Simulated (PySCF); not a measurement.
bromotrifluoromethane (CBrF3), SMILES FC(F)(F)Br.

Coordinates come from a PBE-D3(BJ)/def2-SVP optimisation.

Method: PySCF 2.14.0 with PBE-D3(BJ)/def2-SVP.

Frequencies are harmonic and unscaled.

Modes within 1.5 cm⁻¹ of each other (mostly degenerate sets) share a row, with their intensities summed.

**Question.** Estimate the vibrational spectrum. (The exact figures need the calculation; the answer reports its results.)

**Answer.** 
| mode | ν (cm⁻¹) | IR (km/mol) | moving atoms (share of kinetic energy) |
|---|---|---|---|
| 1–2 | 292 | 0.1 | F 87 %, Br 8 % |
| 3 | 328 | 1.7 | F 50 %, Br 45 % |
| 4–5 | 535 | 2.6 | F 91 %, C 8 % |
| 6 | 741 | 54.6 | F 77 %, C 22 % |
| 7 | 1049 | 509.5 | C 65 %, F 35 % |
| 8–9 | 1211 | 567.1 | C 75 %, F 25 % |
